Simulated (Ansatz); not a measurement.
```yaml
crystal:
  periodic: [false, false, false]
  atoms:
    - {symbol: Ag, position_ang: [-0.003412, 0.001964, -1.684364]}
    - {symbol: P, position_ang: [-0.001777, -0.000178, 0.905687]}
    - {symbol: H, position_ang: [-1.354436, -0.257744, 1.675278]}
    - {symbol: H, position_ang: [0.455702, 1.300252, 1.672415]}
    - {symbol: H, position_ang: [0.899961, -1.046186, 1.667955]}
    - {symbol: Cl, position_ang: [0.003951, 0.001893, -4.236982]}
basis:
  gaussian: {orbitals: def2-mTZVP, point_charges: [{charge: 0.50, position_ang: [3.519, 0.097, -0.866]}]}
magnetization: {spin_polarized: true, initial_magnetization: 0}
hamiltonian: {xc: {name: BHLYP}, dispersion: d4}
scf: {lower_state_search: full}
```

```sh
$ ansatz run in.yaml --threads 4 --pin off --events-out ev --progress --plain --max-ram 3916MiB
```

Shortened log:

```
Functional definition: BHLYP
855 factors; integrals over basis functions are off by at most 5.9e-4 eV
mean field evaluation 1: about -25855.2273 eV, gradient 2.4e1 eV
mean field evaluation 2: about -25855.3672 eV, gradient 2.4e1 eV
mean field evaluation 4: about -25857.9618 eV, gradient 2.1e0 eV
mean field evaluation 8: about -25857.9980 eV, gradient 4.2e-2 eV
mean field evaluation 16: about -25857.9980 eV, gradient 4.7e-5 eV
mean field evaluation 32: about -25857.9980 eV, gradient 9.3e-3 eV
mean field evaluation 64: about -25857.9980 eV, gradient 9.1e-5 eV
mean field evaluation 96: about -25857.8000 eV, gradient 1.2e0 eV
mean field -25857.99798087 eV, -950.2638986164 hartree, gradient 4.7e-5 eV, S^2 0.000000; 4 other end points of the search recorded, 0 dependent functions left out
reference -25857.99817221 eV, -950.2639056480 hartree; 27, 27 occupied and 59, 59 virtual orbitals, 855 factors
Total energy: -25858.18714464 eV, -950.2708502569 hartree
```

Run time 3.9 s (4 threads of Arm Neoverse V2 on a shared host).

In the def2 sets Ag takes a core potential; there is no spin–orbit coupling.
